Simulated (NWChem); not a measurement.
Species: MnCl2, sextet; SMILES [Cl][Mn][Cl]

Program: NWChem. Pople sets run with spherical d functions. Spin-unrestricted. Coordinates come from a PBE0/def2-SVP, spin-unrestricted optimisation. No stability test was run on the SCF state.

### Question
Order these runs by computing time, cheapest first, and give rough ratios: PBE/3-21G; PBE/def2-TZVPD; PBE/6-31G*.

### Answer
PBE/3-21G (1), PBE/6-31G* (6), PBE/def2-TZVPD (20). Ratios are rough, from one shared machine; the cheapest took about 2.9 core-seconds (a rough figure). What differs between the cheapest and the dearest: highest occupied level (eV) -6.78 → -7.00; lowest empty minus highest occupied level, either spin (eV) 2.17 → 2.43; dipole (D) 0.10 → 0.07.
